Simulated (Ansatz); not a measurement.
Ansatz (an electronic-structure program) input (LC-wPBE/def2-TZVPD):

Ansatz 0.2 input:
```yaml
crystal:
  periodic: [false, false, false]
  atoms:
    - {symbol: S, position_ang: [-0.99245769, 0.02474353, 0.46498964]}
    - {symbol: S, position_ang: [0.89364365, 0.03051785, -0.48028129]}
    - {symbol: H, position_ang: [1.58102472, -0.88418214, 0.24466650]}
basis:
  gaussian:
    orbitals: def2-TZVPD
hamiltonian:
  xc: {name: LC-wPBE}
total_charge: -1
output: {forces: true}
```

Output:

```
Functional definition: LC-wPBE
integrals: 0.03 GiB planned
637 factors; their error is unknown
integrals: 0.07 GiB planned
233 factors; integrals over basis functions are off by at most 6.9e-5 eV
mean field: 0.27 GiB planned
mean field evaluation 1: about -21681.2278 eV, gradient 2.2e1 eV
mean field evaluation 2: about -21682.0141 eV, gradient 1.7e1 eV
mean field evaluation 4: about -21682.6835 eV, gradient 7.0e-1 eV
mean field evaluation 8: about -21682.6786 eV, gradient 8.6e-2 eV
mean field evaluation 16: about -21682.6787 eV, gradient 1.1e-4 eV
mean field -21682.67867867 eV, -796.8237443937 hartree, gradient 9.8e-6 eV, S^2 0.000000; 0 other end points of the search recorded, 0 dependent functions left out
the calculation of the forces begins
reference -21682.67867868 eV, -796.8237443939 hartree; 17, 17 occupied and 84, 84 virtual orbitals, 637 factors
Total energy: -21682.67867868 eV, -796.8237443939 hartree
Atom 0 at    -0.992458     0.024744     0.464990 Å, force     0.742585    -0.031449    -0.332829 eV/Å
Atom 1 at     0.893644     0.030518    -0.480281 Å, force    -0.506752    -0.189842     0.473613 eV/Å
Atom 2 at     1.581025    -0.884182     0.244667 Å, force    -0.235833     0.221291    -0.140783 eV/Å
Dipole moment:     0.512527    -0.120070    -0.114975 e Å
```

It need not be the lowest isomer of its formula. Whether it binds its extra electron was not tested at this geometry.
